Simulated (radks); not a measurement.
The numbers below are computed, except where a source is named.
Polarisability of the nickel ion Ni8+, [Ar] 3d2, at imaginary frequency. Code: a radial shooting solver on a logarithmic mesh with Libxc functionals. Model: scalar-relativistic Kohn-Sham, LB94 model potential, spin-unpolarised, spherical densities, finite nucleus; Fermi nuclear charge, rms radius 3.7757 fm. Response by self-consistent Sternheimer equations with the Hartree and adiabatic LDA kernel, the relativistic mass of each level held fixed and spin-orbit coupling left out.

w (hartree),alpha1(iw) (bohr^3)
0.00266,0.4032
0.0143,0.4032
0.0360,0.4031
0.0697,0.4030
0.118,0.4027
0.186,0.4020
0.280,0.4005
0.413,0.3974
0.605,0.3910
0.892,0.3779
1.35,0.3509
2.12,0.2980
3.59,0.2102
6.94,0.1052
17.5,0.02862

Static values: alpha1 = 0.4032 bohr^3 (0.05974 angstrom^3; uncoupled 0.5833). C6 = 0.4729, triple-dipole C9 = 0.1363 atomic units. One-pole (London) frequency 4 C6 / (3 alpha1^2) = 3.879 hartree, against 6.960 for minus the highest occupied eigenvalue.
